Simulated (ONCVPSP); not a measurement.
## u(r) = r·R(r): atom against pseudo-atom (iron (Fe))

Columns: radius, all-electron u(r) and pseudo u(r) of the 3d shell (level -7.96 eV) of iron in the configuration [Ne] 3s2 3p6 3d6 4s1.75 4p0.25; PBE, scalar-relativistic, ONCV scheme, ONCVPSP 4.0.1.

| r (bohr) | all-electron | pseudo |
| --- | --- | --- |
| 0.085 | 0.0480 | 0.0054 |
| 0.170 | 0.2101 | 0.0405 |
| 0.255 | 0.4142 | 0.1255 |
| 0.340 | 0.6006 | 0.2638 |
| 0.425 | 0.7444 | 0.4423 |
| 0.510 | 0.8425 | 0.6348 |
| 0.595 | 0.8990 | 0.8111 |
| 0.680 | 0.9217 | 0.9455 |
| 0.765 | 0.9193 | 1.0230 |
| 0.850 | 0.8996 | 1.0425 |
| 0.935 | 0.8685 | 1.0136 |
| 1.020 | 0.8306 | 0.9526 |
| 1.105 | 0.7890 | 0.8768 |
| 1.190 | 0.7458 | 0.8002 |
| 1.275 | 0.7024 | 0.7311 |
| 1.360 | 0.6599 | 0.6722 |
| 1.445 | 0.6189 | 0.6228 |
| 1.530 | 0.5796 | 0.5803 |
| 1.615 | 0.5424 | 0.5424 |
| 1.700 | 0.5072 | 0.5072 |
| 1.785 | 0.4742 | 0.4741 |
| 1.870 | 0.4432 | 0.4432 |
| 1.955 | 0.4143 | 0.4142 |
| 2.040 | 0.3872 | 0.3872 |
| 2.125 | 0.3619 | 0.3619 |
| 2.210 | 0.3383 | 0.3383 |

(1) How many radial nodes do the two functions have?

(2) At about which radius was the pseudo-wave matched?

(3) Is the pseudo-wave norm-conserving?

## Answers

(1) The all-electron 3d function has n − l − 1 = 0; the pseudo-wave has 0.

(2) 1.70 bohr, where the columns begin to agree (steps of 0.09 bohr).

(3) Yes: the ONCV scheme keeps the norm inside the radius equal to the all-electron one, which fixes the energy derivative of the logarithmic derivative at the level.
